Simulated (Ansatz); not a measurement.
Cartesian coordinates in Å:
```
O 0.1506 -2.0639 -1.2421
C 0.5536 -0.9316 -1.2393
Ga -0.0417 0.3303 0.2235
O 0.5149 2.0178 0.2902
O -1.1526 -0.1790 1.5203
H 1.2486 -0.5884 -2.0391
H 0.1584 2.5097 1.0342
H -1.4319 -1.0950 1.4523
```

Total charge 0; spin multiplicity 1.

(1) List the PBE0/def2-TZVPP orbital energies in eV (Ansatz 0.2.0). (Estimate.)

Answers

(1) Ansatz gave: Occupied: -10147.42, -1253.23, -1109.44, -1109.31, -1109.30, -523.53, -522.53, -522.53, -281.10, -151.65, -104.68, -104.39, -104.38, -30.15, -27.66, -27.51, -23.70, -23.67, -23.66, -23.47, -23.26, -17.30, -14.42, -13.54, -13.40, -12.52, -11.84, -10.28, -9.63, -9.51, -8.88, -7.20. Lowest empty: -2.25, -0.53, 0.63, 1.04, 1.74, 2.78, 3.09, 3.70.
